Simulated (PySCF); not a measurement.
Gas-phase reaction: As + NH3 ⇌ AsH3 + N

Method: PySCF energies plus ideal-gas RRHO corrections (1 bar). † marks an energy on the PBE0/def2-TZVP geometry and frequencies; other levels use their own. MP2 and CCSD(T) freeze the core. Open shells (unrestricted): As (multiplicity 4), N (multiplicity 4); the rest are closed-shell singlets. As: all electrons, no relativistic terms. MP2 isn't extrapolated to the basis-set limit; its ΔH°(298 K) is 287.9 kJ in def2-SVP and 308.7 kJ in def2-TZVPP. CCSD(T) isn't extrapolated to the basis-set limit; its ΔH°(298 K) is 260.2 kJ in def2-SVP and 272.8 kJ in def2-TZVPP. The harmonic model lacks anharmonicity and excited electronic states, which grow with temperature; levels with a mode under 35 cm⁻¹ are left out.

| level | ΔE electronic, kJ | ΔH°(298 K), kJ | ΔS°(298 K), J/K | ΔG°(1600 K), kJ |
|---|---|---|---|---|
| CCSD(T)/def2-TZVPP† | 306 | 273 | 10 | 247 |
| MP2/def2-TZVPP† | 341 | 309 | 10 | 283 |
| PBE/def2-SVP | 324 | 292 | 10 | 266 |
| PBE/def2-TZVP† | 340 | 307 | 10 | 281 |
| PBE0/def2-QZVP† | 334 | 301 | 10 | 275 |
| PBE0/def2-SVP† | 311 | 278 | 10 | 252 |
| ωB97M-V/def2-TZVP† | 321 | 288 | 10 | 262 |
ΔH° is lowest at CCSD(T)/def2-TZVPP† and highest at MP2/def2-TZVPP†. No reference value is set beside these.
